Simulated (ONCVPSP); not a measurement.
# What one change does to a pseudopotential (I, ONCV)

ONCVPSP 4.0.1 input, shortened (lines: element, Z, core and valence counts, functional; n l f; lmax; l rc ep ncon nbas qcut; lloc lpopt rc5 dvloc0; l nproj debl; icmod fcfact rcfact), PW91, fully relativistic:

```
  I 53.00    6    5  -109134      upf
    1    0    2.00
    2    0    2.00
    2    1    6.00
    3    0    2.00
    3    1    6.00
    3    2   10.00
    4    0    2.00
    4    1    6.00
    4    2   10.00
    5    0    2.00
    5    1    5.00
    2
    0    1.40    0.00    4    8   10.60
    1    1.25    0.00    3    7    9.60
    2    1.25    0.00    4    8   11.80
    4    2    0.95    0.00
    0    2    0.70
    1    2    1.10
    2    2    2.10
    0    0.00    0.00
```

Open shells are filled in proportion to 2j + 1.

All-electron outer shells of the reference configuration (PW91, scalar-relativistic, ld1.x):

```
shell  level (eV)  outermost node (bohr)  outermost maximum (bohr)
   3p     -859.55                   0.13                      0.28
   3d     -606.17                      –                      0.23
   4s     -180.61                   0.37                      0.68
   4p     -127.60                   0.37                      0.72
   4d      -50.33                   0.35                      0.78
   5s      -17.48                   0.88                      1.70
   5p       -7.13                   0.96                      2.02
```

Change: core correction Teter function, fcfact 5.25, rcfact 1.3.

Cutoffs: the cutoffs (Ha) at which the residual kinetic energy of the hardest occupied pseudo-wave falls to 1 and 0.1 mHa per electron; they do not see the model core or the augmentation charge, which bear on the density cutoff. Errors are all-electron minus pseudo energies relative to the spin-unpolarised reference configuration.

Question: How do hardness, ghosts and transferability respond?

Answer: The potential gets neither clearly harder nor softer (52 Ha and 60 Ha → 52 Ha and 60 Ha); both files keep a bound ghost (p); of the 4 tests that both files solve, the error grows in 0 and shrinks in 1 by more than 15 % and 0.3 meV (median size 2.5 → 2.4 meV). A model core, the more so a compact one, raises the density cutoff, which this test does not measure.

| quantity | base | changed |
| --- | --- | --- |
| cutoff, loose | 52 Ha | 52 Ha |
| cutoff, tight | 60 Ha | 60 Ha |
| bound ghosts | p3/2 | p3/2 |
| GHOST(+) flags under 300 eV | none | none |
| error for 4s2 4p6 4d10 5s2 5p4, meV [ΔE 11.21 eV] | +2.0 | +1.9 |
| error for 4s2 4p6 4d10 5s2 5p3, meV [ΔE 31.16 eV] | +3.0 | +2.9 |
| error for 4s2 4p6 4d10 5s2 5p2, meV [ΔE 60.61 eV] | +2.0 | +1.6 |
| error for 4s2 4p5 4d10 5s2 5p5, meV [ΔE 136.72 eV] | -117 | -126 |
| s: phases at 1.42 bohr within 0.05 rad from the reference energy up to (Ha; the scan ends near 5) | to the end of the scan | to the end of the scan |
| p3/2: phases at 1.27 bohr within 0.05 rad from the reference energy up to (Ha; the scan ends near 5) | 1.9 | 1.9 |
| p1/2: phases at 1.27 bohr within 0.05 rad from the reference energy up to (Ha; the scan ends near 5) | to the end of the scan | to the end of the scan |
| d5/2: phases at 1.27 bohr within 0.05 rad from the reference energy up to (Ha; the scan ends near 5) | to the end of the scan | to the end of the scan |
| d3/2: phases at 1.27 bohr within 0.05 rad from the reference energy up to (Ha; the scan ends near 5) | to the end of the scan | to the end of the scan |

 A true bound ghost makes a file unfit for plane-wave use even where its test errors are small: the radial tests pick states by their node count and pass the ghost by.
